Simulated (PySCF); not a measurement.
Run record: excited-state job, Ti(OEt)2Cl2 (`CC[O][Ti]([Cl])([Cl])[O]CC`).

Method: TDDFT wB97X-D/def2-SVPD, vertical, gas phase, core orbitals frozen in the response (PySCF 2.14.0, density-fitted response routines). Geometry: PBE0-D3(BJ)/def2-SVP. The command runs a driver script over a list of jobs; the input below is this job's line of settings and its coordinates in Å.

Command:
```bash
OMP_NUM_THREADS=2 python probes_run.py task.json out
```

Input:
```
{"job": {"kind": "uv", "xc": "wB97X-D", "basis": "def2-SVPD", "ip": false, "nstates": 15}, "charge": 0, "multiplicity": 1}
Ti    -1.428574     0.184858    -1.009800
O     -1.355808     0.716155     0.638824
C     -1.116534     0.563033     2.007552
C     -0.876852    -0.888903     2.362085
H     -0.250289     1.189963     2.282747
H     -1.992560     0.958061     2.550592
H     -0.721823    -1.003621     3.445194
H     -1.740510    -1.502017     2.063810
H      0.012938    -1.275223     1.841417
O      0.094449    -0.495405    -1.479878
C      1.468431    -0.595254    -1.711540
C      2.160539     0.727981    -1.466934
H      1.875989    -1.386070    -1.057294
H      1.614920    -0.926330    -2.754451
H      3.237067     0.645973    -1.678644
H      1.733510     1.506616    -2.116591
H      2.034923     1.045159    -0.420558
Cl    -1.841014     1.921141    -2.313710
Cl    -2.971572    -1.392665    -1.098212
```

Output:
```
coarse grid: 75888 points
cycle   1  E = -2077.9437312306  dE =  8.264e-01  |g| = 1.258e+00  |ddm| = 5.902e+00
cycle   2  E = -2073.3209034798  dE =  4.623e+00  |g| = 5.765e+00  |ddm| = 6.956e+00
cycle   3  E = -2078.2527556707  dE = -4.932e+00  |g| = 5.857e-01  |ddm| = 5.122e+00
cycle   4  E = -2078.3028435589  dE = -5.009e-02  |g| = 2.091e-01  |ddm| = 6.638e-01
cycle   5  E = -2078.3127447542  dE = -9.901e-03  |g| = 4.264e-02  |ddm| = 4.806e-01
cycle   6  E = -2078.3131491766  dE = -4.044e-04  |g| = 1.223e-02  |ddm| = 7.916e-02
cycle   7  E = -2078.3131917771  dE = -4.260e-05  |g| = 2.876e-03  |ddm| = 2.989e-02
cycle   8  E = -2078.3131948171  dE = -3.040e-06  |g| = 9.319e-04  |ddm| = 7.643e-03
final grid: 157720 points
cycle   9  E = -2078.3125180006  dE = -1.804e-06  |g| = 1.987e-03  |ddm| = 1.858e-02
cycle  10  E = -2078.3125160368  dE =  1.964e-06  |g| = 3.635e-03  |ddm| = 8.366e-03
cycle  11  E = -2078.3125188781  dE = -2.841e-06  |g| = 4.372e-04  |ddm| = 7.338e-03
cycle  12  E = -2078.3125189193  dE = -4.120e-08  |g| = 1.394e-04  |ddm| = 7.956e-04
cycle  13  E = -2078.3125189245  dE = -5.175e-09  |g| = 6.222e-05  |ddm| = 2.030e-04
cycle  14  E = -2078.3125189263  dE = -1.812e-09  |g| = 2.166e-05  |ddm| = 1.908e-04
cycle  15  E = -2078.3125189265  dE = -1.814e-10  |g| = 1.005e-05  |ddm| = 5.284e-05
converged SCF energy = -2078.3125189265

Static polarisability (au): isotropic 124.968, principal 113.284 128.332 133.288

Singlet excitations
state   eV       nm        f      main configurations
  1   4.9052    252.8   0.00123   H->L 0.47, H->L+1 0.44
  2   4.9586    250.0   0.00012   H-1->L 0.93
  3   5.0349    246.2   0.00322   H-2->L 0.40, H-2->L+1 0.28, H->L 0.15
  4   5.1980    238.5   0.02473   H->L+1 0.33, H->L 0.29, H-2->L 0.14
  5   5.2738    235.1   0.02144   H-1->L+1 0.70, H-2->L 0.08
  6   5.2852    234.6   0.02836   H-2->L+1 0.45, H-2->L 0.26, H-1->L+1 0.10
  7   5.4118    229.1   0.00507   H->L+2 0.52, H-2->L+2 0.26
  8   5.5488    223.4   0.00154   H-1->L+2 0.75
  9   5.6050    221.2   0.00773   H-2->L+2 0.58, H->L+2 0.23, H-3->L 0.09
 10   5.7365    216.1   0.00265   H-4->L 0.63, H-4->L+1 0.15
 11   5.8128    213.3   0.00001   H-3->L+1 0.82
 12   5.8611    211.5   0.01525   H-3->L 0.44, H-1->L+3 0.21
 13   5.9073    209.9   0.00368   H-5->L 0.50, H->L+3 0.17
 14   5.9551    208.2   0.00469   H-5->L+1 0.25, H->L+3 0.23, H-4->L+1 0.16
 15   5.9767    207.4   0.01993   H-1->L+3 0.43, H-3->L 0.18, H-7->L 0.11

Triplet excitations (Tamm-Dancoff, eV): 4.7292 4.7802 4.8111 4.8361
```

The SCF starts on a coarse grid where the log names one; the energy can jump when the final grid takes over, and dE then counts from the start density on the new grid. H and L stand for HOMO and LUMO; the number after each pair is its weight.

Problem. Give S1 in cm⁻¹ and kJ/mol.

Solution. 4.9052 eV × 8065.54 = 39563 cm⁻¹; × 96.485 = 473.3 kJ/mol.

Problem. Which computed singlet has the largest oscillator strength, and what do all of them sum to?

Solution. State 6 at 5.29 eV (235 nm), f = 0.028; the 15 states sum to 0.140.

Summary of the converged run: HOMO -10.36 eV, LUMO -0.49 eV; lowest singlet 4.91 eV; lowest triplet 4.73 eV (Tamm–Dancoff); mean polarisability 125.0 au.

Note that the optimisation stopped short of convergence; the values belong to its last geometry.

Time: 3.3 min wall, 6.9 min CPU (grids of density and orbitals included); peak memory 2.0 GiB. Hardware: 2 threads, Intel Xeon Platinum 8259CL at 2.50 GHz (x86_64), shared host with 32 logical CPUs at a one-minute load of 34.
Labels such as C1 count atoms from 1, the log's own numbers from 0.

Note: wB97X-D ran without an empirical dispersion term, which enters the total energy and its gradient alone.
